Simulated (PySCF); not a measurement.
Geometry:
| atom | x (Å) | y (Å) | z (Å) |
| --- | --- | --- | --- |
| C1 | 2.156 | -1.387 | -0.878 |
| C2 | 1.271 | -0.273 | -0.436 |
| C3 | 1.612 | 0.835 | 0.205 |
| C4 | 0.427 | 1.700 | 0.518 |
| C5 | -0.713 | 1.082 | -0.320 |
| Si6 | -2.387 | 0.950 | 0.589 |
| O7 | -2.331 | -0.633 | 1.012 |
| Si8 | -1.107 | -1.591 | 0.499 |
| C9 | -0.211 | -0.348 | -0.657 |
| H10 | 2.082 | -1.529 | -1.956 |
| H11 | 1.850 | -2.318 | -0.400 |
| H12 | 3.193 | -1.182 | -0.623 |
| H13 | 2.607 | 1.109 | 0.514 |
| H14 | 0.215 | 1.654 | 1.592 |
| H15 | 0.597 | 2.749 | 0.265 |
| H16 | -0.789 | 1.653 | -1.250 |
| H17 | -2.455 | 1.705 | 1.834 |
| H18 | -3.547 | 1.119 | -0.281 |
| H19 | -0.329 | -1.965 | 1.674 |
| H20 | -1.721 | -2.713 | -0.203 |
| H21 | -0.429 | -0.600 | -1.700 |

No solvent, fast rotation and ring inversion assumed for equivalent nuclei, one conformer, non-relativistic. Structure optimised with GFN2-xTB; GIAO PBE0/pcSseg-1 shieldings; PySCF 2.14.

δ = σ(ref) − σ, references computed at the same level: ¹³C (σ = 186.93 ppm), ¹H (σ = 31.72 ppm), ²⁹Si (σ = 349.16 ppm) vs TMS; ¹⁷O (σ = 336.08 ppm) against H2O.

```csv
atoms,nucleus,count,δ (ppm)
C1,¹³C,1,20.3
H17,¹H,1,5.06
H14,¹H,1,2.60
C2,¹³C,1,?
H16,¹H,1,?
H18,¹H,1,5.29
H19,¹H,1,4.88
H15,¹H,1,2.74
C3,¹³C,1,128.0
H13,¹H,1,?
H10/H11/H12,¹H,3,1.84
O7,¹⁷O,1,?
C4,¹³C,1,41.8
H20,¹H,1,5.27
Si8,²⁹Si,1,?
Si6,²⁹Si,1,7.6
C9,¹³C,1,47.8
H21,¹H,1,2.63
C5,¹³C,1,?
```

Complete the table.

Results:


- C2: 148.9 ppm, fully substituted alkene carbon; as expected for a trigonal carbon in a double bond
- C5: 32.3 ppm, sp3 CH bonded to Si
- H13: 5.39 ppm, hydrogen on an alkene CH; a vinylic proton, deshielded by the sp2 carbon and the C=C anisotropy
- H16: 2.40 ppm, hydrogen on an sp3 CH bonded to Si
- Si8: 2.6 ppm, silicon bonded to C, O, 2 H, in a 5-membered ring
- O7: 39.9 ppm, oxygen bonded to 2 Si, in a 5-membered ring

Shifts are as computed. Against solution values, carbons near 30 ppm lie about +3 ppm off and those near 130 ppm about +5 ppm. Of 1211 compounds with measured shifts, 218 miss one by over three times the rms of a fit or turn the order of signals round; such compounds aren't used in these exercises. Experimental scales use liquid or dissolved standards, which lie at an offset from isolated H2O (liquid H2O: subtract about 36 ppm).
